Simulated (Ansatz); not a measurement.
Single points on the cluster H₃W₂.

```yaml
crystal:
  periodic: [false, false, false]
  atoms:
    - {symbol: W, position_ang: [-0.265670, -0.751250, -0.431655]}
    - {symbol: W, position_ang: [0.476473, 1.285440, -0.197669]}
    - {symbol: H, position_ang: [1.199026, -1.269140, -1.179567]}
    - {symbol: H, position_ang: [-1.002454, 1.732175, 0.540267]}
    - {symbol: H, position_ang: [-0.407375, -0.997216, 1.268624]}
basis:
  gaussian: {orbitals: def2-TZVP, initial_orbitals: start.molden}
magnetization: {spin_polarized: true, initial_magnetization: 1}
hamiltonian: {xc: {text: "exchange = 0.50*pbe_x + 0.50*exact_x\ncorrelation = pbe_c"}}
scf: {omitted_lower_state_checks: [starts]}
output: {orbitals: {seedname: orbitals}}
```

The file start.molden holds the orbitals of an earlier run on this structure, at another level or in another basis.

```sh
$ ansatz run in.yaml --threads 4 --pin off --events-out ev --progress --plain --max-ram 3916MiB
```

It prints (some lines left out):

```
Functional definition: unnamed
1058 factors; their error is unknown
mean field evaluation 1: about -3692.1487 eV, gradient 4.3e0 eV
mean field evaluation 2: about -3692.3092 eV, gradient 3.0e-1 eV
mean field evaluation 4: about -3692.3543 eV, gradient 1.2e-1 eV
mean field evaluation 8: about -3692.3544 eV, gradient 1.7e-5 eV
mean field -3692.35441298 eV, -135.6915219092 hartree, gradient 1.7e-5 eV, S^2 2.013201; 0 other end points of the search recorded, 0 dependent functions left out
reference -3692.35443575 eV, -135.6915227462 hartree; 16, 15 occupied and 82, 83 virtual orbitals, 1058 factors
Total energy: -3692.35443575 eV, -135.6915227462 hartree
Checks for a lower state left out: starts
```

Run time 2.1 s (4 threads of Arm Neoverse V2 on a shared host).

As the first input, with `hamiltonian: {xc: r2scan, dispersion: d4}` (abridged; 4.1 s):

```
Functional definition: r2SCAN
mean field -3698.14528267 eV, -135.9043324453 hartree, gradient 1.7e-5 eV, S^2 1.622323
Total energy: -3698.17424568 eV, -135.9053968162 hartree
Checks for a lower state left out: starts
```

As the first input, with `gaussian: {orbitals: def2-TZVPD, initial_orbitals: start.molden}`, `hamiltonian: {xc: r2scan, dispersion: d4}` (abridged; 4.5 s):

```
Functional definition: r2SCAN
mean field -3698.16061295 eV, -135.9048958227 hartree, gradient 1.2e-5 eV, S^2 1.622651
Total energy: -3698.18958290 eV, -135.9059604485 hartree
Checks for a lower state left out: starts
```

As the first input, with `gaussian: {orbitals: def2-SVP, initial_orbitals: start.molden}`, `hamiltonian: {xc: pbe0, dispersion: d4}` (abridged; 1.6 s):

```
Functional definition: PBE0
mean field -3694.61158877 eV, -135.7744715897 hartree, gradient 1.2e-5 eV, S^2 1.648543
Total energy: -3694.73586909 eV, -135.7790388071 hartree
Checks for a lower state left out: starts
```

First input, but with `hamiltonian: {xc: pbe}`, `correlation: {method: rpa}` and without the key `output` (abridged; 2.8 s):

```
Functional definition: PBE
mean field -3698.61206375 eV, -135.9214863336 hartree, gradient 1.4e-6 eV, S^2 1.258140
Total energy: -3683.95721904 eV, -135.3829307237 hartree
Checks for a lower state left out: starts
```

The first input with `gaussian: {orbitals: def2-TZVPD, initial_orbitals: start.molden}`, `correlation: {method: ccsd_t}`, `scf: {omitted_lower_state_checks: [starts, cluster_reference]}` and without the key `hamiltonian` (abridged; 57 s):

```
Functional definition: HF
mean field -3656.38634543 eV, -134.3697198069 hartree, gradient 4.6e-6 eV, S^2 3.158825
second order -18.85164693 eV of doubles, -0.00000000 eV of singles
cycle   1  -17.30357410 eV  change     1.5e0 eV  update   2.5e-1
cycle   2  -18.46042097 eV  change    -1.2e0 eV  update   1.0e-1
cycle   3  -18.98670621 eV  change   -5.3e-1 eV  update   9.1e-2
cycle   4  -19.21297624 eV  change   -2.3e-1 eV  update   5.1e-2
cycle   5  -19.30988664 eV  change   -9.7e-2 eV  update   3.0e-2
cycle   6  -19.38110816 eV  change   -7.1e-2 eV  update   1.5e-2
cycle   7  -19.39635036 eV  change   -1.5e-2 eV  update   9.8e-3
cycle   8  -19.41260928 eV  change   -1.6e-2 eV  update   5.9e-3
cycle   9  -19.41870511 eV  change   -6.1e-3 eV  update   4.0e-3
cycle  10  -19.41630137 eV  change    2.4e-3 eV  update   2.5e-3
cycle  11  -19.41702007 eV  change   -7.2e-4 eV  update   1.5e-3
cycle  12  -19.41968697 eV  change   -2.7e-3 eV  update   9.2e-4
cycle  13  -19.41980926 eV  change   -1.2e-4 eV  update   4.6e-4
cycle  14  -19.42020863 eV  change   -4.0e-4 eV  update   2.7e-4
cycle  15  -19.41967728 eV  change    5.3e-4 eV  update   1.6e-4
cycle  16  -19.41955431 eV  change    1.2e-4 eV  update   1.0e-4
cycle  17  -19.41962791 eV  change   -7.4e-5 eV  update   6.4e-5
cycle  18  -19.41968789 eV  change   -6.0e-5 eV  update   4.1e-5
cycle  19  -19.41974618 eV  change   -5.8e-5 eV  update   2.7e-5
cycle  20  -19.41974902 eV  change   -2.8e-6 eV  update   1.9e-5
perturbative correction -1.13432575 eV, -0.0416857024 hartree
Total energy: -3676.94042020 eV, -135.1250681225 hartree
Checks for a lower state left out: starts, cluster_reference
```

As the first input, with `hamiltonian: {xc: {text: "exchange = 0.65*pbe_x + 0.35*exact_x\ncorrelation = pbe_c"}}` (abridged; 1.9 s):

```
Functional definition: unnamed
mean field -3694.08980188 eV, -135.7552962751 hartree, gradient 2.6e-5 eV, S^2 1.792746
Total energy: -3694.08983136 eV, -135.7552973585 hartree
Checks for a lower state left out: starts
```

Geometry: PBE-D4/def2-TZVP.

In the def2 sets W takes a core potential; there is no spin–orbit coupling. Correlated methods freeze no core orbitals; core or outer-core shells of W are correlated, in sets that lack core-valence functions. At PBE with 50 % exact exchange/def2-TZVP, r2SCAN-D4/def2-TZVP, r2SCAN-D4/def2-TZVPD, PBE0-D4/def2-SVP and others the charge 0 doublet is spin-contaminated (final ⟨S²⟩ up to 3.16, 0.75 for a pure state). At CCSD(T)/def2-TZVPD T1 of the charge 0 doublet is large (up to 0.079), so the single-reference result is doubtful. The structure comes from a short search, and lower isomers may exist.
